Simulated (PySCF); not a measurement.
Species: C2H4F2Si.
SMILES: `F/C=C(\F)[SiH3]`

Vertical excitations from PySCF (density fitting, frozen core in the response, grid level 2 and gas phase unless stated; continuum runs use non-equilibrium linear response for the excitations) on a GFN2-xTB geometry. Reference run:

| settings | S1, eV (f) | S2, eV (f) | S3, eV (f) | S4, eV (f) | S5, eV (f) | S6, eV (f) | T1, eV (Tamm–Dancoff) | mean α (au) |
| --- | --- | --- | --- | --- | --- | --- | --- | --- |
| PBE0/def2-SVPD, full TDDFT, 6 singlets | 6.31 (0.008) | 7.03 (0.000) | 7.21 (0.392) | 7.38 (0.001) | 7.75 (0.007) | 7.91 (0.003) | 4.32 | 54.1 |

What do these settings give: PW91/def2-SVPD, full TDDFT, 1 singlet?

```csv
settings,"S1, eV (f)","S2, eV (f)","S3, eV (f)","S4, eV (f)","S5, eV (f)","S6, eV (f)","T1, eV (Tamm–Dancoff)",mean α (au)
"PW91/def2-SVPD, full TDDFT, 1 singlet",5.67 (0.004),–,–,–,–,–,4.37,56.2
```

S1 moves by -0.64 eV (PW91 has no exact exchange, PBE0 25 % exact exchange). States are counted by energy in each run and needn't keep their character from row to row.

Give the leading configurations of S1 (H = HOMO, L = LUMO) and the HOMO–LUMO gap of each run.

```json
{"settings": "PBE0/def2-SVPD, full TDDFT, 6 singlets", "S1 configurations (weight)": "H→L+1 0.89", "S1 (eV)": "6.31", "orbital gap (eV)": "7.53", "S1 − gap (eV)": "-1.22"}
{"settings": "PW91/def2-SVPD, full TDDFT, 1 singlet", "S1 configurations (weight)": "H→L+1 0.99", "S1 (eV)": "5.67", "orbital gap (eV)": "5.25", "S1 − gap (eV)": "+0.42"}
```

